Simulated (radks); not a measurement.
Q: All-electron atom: the lead ion Pb+ in [Xe] 4f14 5d8.5 6s2 6p2.5 (fractional occupations, a model configuration). Calculated with a radial shooting solver on a logarithmic mesh with Libxc functionals: Dirac Kohn-Sham, PBEsol, spin-unpolarised, spherical densities, point nucleus; open shells fill j = l - 1/2 first. Some entries of the table are withheld. Estimate them.

| orbital | occ. | eigenvalue (eV) | <1/r> (bohr^-1) |
|---|---|---|---|
| 1s1/2 | 2 | -87967.23 | 101.4 |
| 2s1/2 | 2 | -15733.62 | 25.07 |
| 2p1/2 | 2 | -15109.34 | (1) |
| 2p3/2 | 4 | -12920.59 | (2) |
| 3s1/2 | 2 | -3788.351 | 9.190 |
| 3p1/2 | 2 | -3506.927 | 9.098 |
| 3p3/2 | 4 | -3018.600 | 7.778 |
| 3d3/2 | 4 | -2556.455 | 7.679 |
| 3d5/2 | 6 | -2452.529 | 7.386 |
| 4s1/2 | 2 | -869.5788 | 3.904 |
| 4p1/2 | 2 | -747.8743 | 3.793 |
| 4p3/2 | 4 | -628.2285 | 3.335 |
| 4d3/2 | 4 | -430.1264 | 3.139 |
| 4d5/2 | 6 | -407.7984 | 3.036 |
| 5s1/2 | 2 | -159.1508 | 1.627 |
| 4f5/2 | 6 | (3) | 2.697 |
| 4f7/2 | 8 | (4) | 2.657 |
| 5p1/2 | 2 | -117.3923 | (5) |
| 5p3/2 | 4 | -94.6185 | (6) |
| 5d3/2 | 4 | -36.4288 | 1.064 |
| 5d5/2 | 4.5 | -33.6453 | 1.025 |
| 6s1/2 | 2 | -22.0780 | 0.6012 |
| 6p1/2 | 2 | -13.2721 | 0.4952 |
| 6p3/2 | 0.5 | -10.9688 | 0.4379 |

A: 
(1) 2p1/2 <1/r> (bohr^-1): 25.01
(2) 2p3/2 <1/r> (bohr^-1): 19.96
(3) 4f5/2 eigenvalue (eV): -151.2299
(4) 4f7/2 eigenvalue (eV): -146.1933
(5) 5p1/2 <1/r> (bohr^-1): 1.507
(6) 5p3/2 <1/r> (bohr^-1): 1.340
